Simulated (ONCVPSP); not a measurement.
## Which change was made? (Mo, ONCV)

* Element: molybdenum
* Generator: ONCVPSP 4.0.1
* Type: optimised norm-conserving Vanderbilt (ONCV)
* Functional: Wu-Cohen
* Relativity: fully relativistic
* Frozen core: [Kr]
* Valence charge: 6
* Reference configuration: 4d5 5s0.5 (charge +0.5)
* Partial waves: 5s: rc 2.85 bohr, ncon 5, nbas 10, qcut 2.4 1/bohr, 1 projector; p scattering state at 0.29 Ha: rc 2.45 bohr, ncon 4, nbas 8, qcut 3.7 1/bohr, 1 projector; 4d: rc 2.25 bohr, ncon 3, nbas 7, qcut 6 1/bohr, 2 projectors, debl 2.7 Ha
* Local potential: polynomial inside 1.75 bohr (lpopt 3, dvloc0 3 Ha)
* Core correction: none

Open shells are filled in proportion to 2j + 1.

Cutoffs, loose and tight: the cutoffs (Ha) at which the residual kinetic energy of the hardest occupied pseudo-wave falls to 1 and 0.1 mHa per electron. They do not see the model core or the augmentation charge, which bear on the density cutoff. Test errors are all-electron minus pseudo excitation energies from the reference, over the configurations 4d5 5s1; 4d5 5s0; 4d4 5s0; 4d3 5s0; variants that change the core or the reference have their own tests.

The base gives: outcome: generated; cutoff, loose: 14 Ha; cutoff, tight: 16 Ha; bound ghosts: none; GHOST(+) flags above zero: none; largest test error (meV): -24.

(1) After one change the result is: outcome: generated, projector energies reset by the program; cutoff, loose: 14 Ha; cutoff, tight: 16 Ha; bound ghosts: none; GHOST(+) flags above zero: none; largest test error (meV): -24. Which change was it?
A. s: rc 3.32
B. p: rc 3.44
C. s: qcut 1.9; p: qcut 2.9; d: qcut 4.7
D. core [Ar] 3d10, valence charge 14; reference 4s2 4p6 4d5 5s1; waves now 4s+5s: rc 1.90 bohr, ncon 4, nbas 9, qcut 5.1 1/bohr, 3 projectors, debl 1.3 Ha; 4p: rc 1.95 bohr, ncon 4, nbas 7, qcut 7.1 1/bohr, 3 projectors, debl 2.6 Ha; 4d: rc 2.25 bohr, ncon 4, nbas 9, qcut 7.3 1/bohr, 2 projectors, debl 2.5 Ha; local potential polynomial inside 1.60 bohr (lpopt 2, dvloc0 6 Ha)

## Answers

(1) B. The others give: s: rc 3.32 → outcome: generated; cutoff, loose: 14 Ha; cutoff, tight: 16 Ha; bound ghosts: none; GHOST(+) flags above zero: s; largest test error (meV): -39 | s: qcut 1.9; p: qcut 2.9; d: qcut 4.7 → outcome: generated; cutoff, loose: 12 Ha; cutoff, tight: 38 Ha; bound ghosts: none; GHOST(+) flags above zero: s; largest test error (meV): +49 | core [Ar] 3d10, valence charge 14; reference 4s2 4p6 4d5 5s1; waves now 4s+5s: rc 1.90 bohr, ncon 4, nbas 9, qcut 5.1 1/bohr, 3 projectors, debl 1.3 Ha; 4p: rc 1.95 bohr, ncon 4, nbas 7, qcut 7.1 1/bohr, 3 projectors, debl 2.6 Ha; 4d: rc 2.25 bohr, ncon 4, nbas 9, qcut 7.3 1/bohr, 2 projectors, debl 2.5 Ha; local potential polynomial inside 1.60 bohr (lpopt 2, dvloc0 6 Ha) → outcome: generated; cutoff, loose: 17 Ha; cutoff, tight: 20 Ha; bound ghosts: none; GHOST(+) flags above zero: none; largest test error (meV): +16.
